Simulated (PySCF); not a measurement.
Species: chlorobenzene, C6H5Cl.
SMILES: `Clc1ccccc1`

The closed-shell SCF was solved with PySCF and density fitting under several settings on one GFN2-xTB geometry (grid level 2 and gas phase unless stated).

```
                                                                                               settings  basis functions  SCF cycles     E (Eh)  HOMO (eV)  LUMO (eV)  dipole (D)
                                                                                          PBE0/pcSseg-1              151          14  -691.3690      -7.22      -0.55        1.76
                                                                                         PBE0/def2-SVPD              187          14  -691.1257      -7.23      -0.60        1.79
                             HCTH407/cc-pVDZ, energy threshold 1e-08 Eh, fitting basis def2-qzvpp-jkfit              127          10  -691.9113      -6.14      -1.34        1.57
                                                                                             KT2/6-31G*              112          14  -699.4196      -5.89      -0.99        1.76
PBE0/IGLO-II, fitting basis def2-universal-jkfit, damping 0.3 at the start, DIIS from the seventh cycle              197          14  -691.4413      -7.11      -0.47        1.56
```

Q: Estimate the row for these settings: HCTH407/IGLO-II, level shift 0.2 Eh.

A: 
```csv
settings,basis functions,SCF cycles,E (Eh),HOMO (eV),LUMO (eV),dipole (D)
"HCTH407/IGLO-II, level shift 0.2 Eh",197,11,-691.9069,-6.20,-1.48,1.41
```

Q: Over all rows, what range does the HOMO–LUMO gap span?

A: From 4.72 eV (HCTH407/IGLO-II, level shift 0.2 Eh) to 6.67 eV (PBE0/pcSseg-1). The functional of the narrowest has no exact exchange, that of the widest 25 % exact exchange.

Q: And the dipole moment?

A: From 1.41 D (HCTH407/IGLO-II, level shift 0.2 Eh) to 1.79 D (PBE0/def2-SVPD); the largest is 1.27 times the smallest, and the median is 1.67 D.

Q: Compare two rows with the functional HCTH407: HCTH407/IGLO-II, level shift 0.2 Eh and HCTH407/cc-pVDZ, energy threshold 1e-08 Eh, fitting basis def2-qzvpp-jkfit. Which energy is lower, and by how much?

A: HCTH407/cc-pVDZ, energy threshold 1e-08 Eh, fitting basis def2-qzvpp-jkfit (127 functions) lies 0.0044 Eh or 2.8 kcal/mol below HCTH407/IGLO-II, level shift 0.2 Eh (197 functions).

Cycle counts include a coarse-grid stage where the run had one. All basis functions are spherical, in the Pople sets too. KT2 was designed for NMR shieldings or shifts; total energies of different functionals aren't comparable.
